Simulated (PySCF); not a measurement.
As2BFH4, SMILES FB([AsH2])[AsH2].

Coordinates come from a B3LYP-D3(BJ)/def2-SVP optimisation. This is a generated structure with no PubChem entry under its InChIKey; it may be hypothetical.

Two levels are set side by side: TDA-PBE/def2-SVPD (PySCF) and TDA-M06-2X/def2-SVPD (PySCF). Vertical, same geometry. The lowest singlet is HOMO→LUMO 96 % with PBE and HOMO→LUMO 90 % with the other functional; states are paired by order. Differences are taken from unrounded values.

```
quantity                               TDA-PBE
-------------------------------------  -------
lowest singlet excitation (eV)            4.18
lowest triplet excitation (TDA) (eV)      3.40
first bright state (f over 0.05) (eV)     4.81
its oscillator strength                   0.10
```

Task: These are the TDA-PBE values. What does TDA-M06-2X give? (The exact figures need the calculation; the answer reports its results.)

Result: 
```json
[
 {"quantity": "lowest singlet excitation (eV)", "TDA-M06-2X": "4.45", "TDA-PBE minus TDA-M06-2X": "-0.27"},
 {"quantity": "lowest triplet excitation (TDA) (eV)", "TDA-M06-2X": "3.89", "TDA-PBE minus TDA-M06-2X": "-0.49"},
 {"quantity": "first bright state (f over 0.05) (eV)", "TDA-M06-2X": "5.66", "TDA-PBE minus TDA-M06-2X": "-0.84"},
 {"quantity": "its oscillator strength", "TDA-M06-2X": "0.08", "TDA-PBE minus TDA-M06-2X": "0.02"}
]
```

Functionals without exact exchange tend to place singlet excitations lower, as here. Differences between two approximate levels are no errors against the true value.

Rough cost on one machine, each run with all the roots and properties that it gave: TDA-M06-2X against TDA-PBE about 8 times.
